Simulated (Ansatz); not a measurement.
```yaml
crystal:
  periodic: [false, false, false]
  atoms:
    - {symbol: Pt, position_ang: [1.142549, 0.329434, 0.600262]}
    - {symbol: S, position_ang: [-0.316506, -1.107738, -0.266618]}
    - {symbol: S, position_ang: [-0.826043, 0.778304, -0.333634]}
basis:
  gaussian: {orbitals: def2-SVP}
total_charge: 2
hamiltonian: {xc: {name: wB97X-V}}
scf: {lower_state_search: off}
output: {forces: true}
```

```sh
$ ansatz run in.yaml --threads 4 --pin off --events-out ev --progress --plain --max-ram 3916MiB
```

It prints (some lines left out):

```
Functional definition: wB97X-V
644 factors; integrals over basis functions are off by at most 1.3e-3 eV
182 factors; integrals over basis functions are off by at most 1.8e-5 eV
mean field evaluation 1: about -24867.1538 eV, gradient 7.2e1 eV
mean field evaluation 2: about -24690.7964 eV, gradient 2.5e2 eV
mean field evaluation 4: about -24882.6368 eV, gradient 8.0e0 eV
mean field evaluation 8: about -24882.7733 eV, gradient 2.3e-1 eV
mean field evaluation 16: about -24882.8185 eV, gradient 1.5e-3 eV
mean field -24882.81850144 eV, -914.4267137477 hartree, gradient 8.1e-6 eV, S^2 0.000000; 0 other end points of the search recorded, 0 dependent functions left out
reference -24882.81849984 eV, -914.4267136891 hartree; 24, 24 occupied and 44, 44 virtual orbitals, 644 factors
Total energy: -24882.81849984 eV, -914.4267136891 hartree
Atom 0 at     1.142549     0.329434     0.600262 Å, force    -0.008585    -0.000324    -0.004298 eV/Å
Atom 1 at    -0.316506    -1.107738    -0.266618 Å, force    -0.544464     2.024141    -0.070740 eV/Å
Atom 2 at    -0.826043     0.778304    -0.333634 Å, force     0.553049    -2.023817     0.075037 eV/Å
Dipole moment:    -0.782038    -0.225514    -0.410860 e Å
Checks for a lower state left out: stability, starts, cluster_reference, orbital_swaps, neighbouring_geometries, increment
```

Hardware: 4 threads of Arm Neoverse V2 on a shared host. Wall time 2 s.

In the def2 sets Pt takes a core potential; there is no spin–orbit coupling. This restricted singlet of an open-shell metal wasn't tested against broken symmetry or higher spin.

The dipole of an ion depends on the origin.
